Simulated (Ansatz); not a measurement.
Computed with Ansatz on PBE0-D4/def2-TZVP structures; ΔE is electronic, products minus reactants. CCSD(T)/CBS is the MP2 limit (def2-TZVPP, def2-QZVPP) plus CCSD(T) − MP2 in def2-TZVPP, frozen cores. This one scheme is used for every species. Functionals use def2-TZVPP. B3LYP here is the variant with VWN-RPA as its local correlation; programs differ in this. Each species was taken in one conformer, which may not be the lowest.

Reaction (cleavage of the Si–Si bond): `CO[Si@@H](N)[Si@H](N)F` + `N[SiH](N)F` → `N[Si@H](F)N[Si@H](N)F` + `CO[SiH2]N`

Task: Is it downhill or uphill in electronic energy at CCSD(T)/CBS, and by how much? (Estimate.)

Result: Ansatz gave: Downhill: ΔE = -1.01 eV.

Task: What do these levels give: PBE-D4, r2SCAN-D4, B3LYP-D4, ωB97X-V, B3LYP, HF/CBS(def2)? (Estimate.)

Result: Ansatz gave: PBE-D4 -0.78, r2SCAN-D4 -0.96, B3LYP-D4 -0.96, ωB97X-V -0.96, B3LYP -0.95, HF/CBS(def2) -1.18 eV.

Largest T1 diagnostic among the species: 0.012.

From PBE to PBE0 (25 % exact exchange), in def2-TZVPP and without D4, ΔE moves by −0.10 eV. In def2-TZVPP, CCSD(T) changes the Hartree–Fock value by +0.13 eV (the triples alone add +0.02 eV) and MP2 by +0.07 eV.
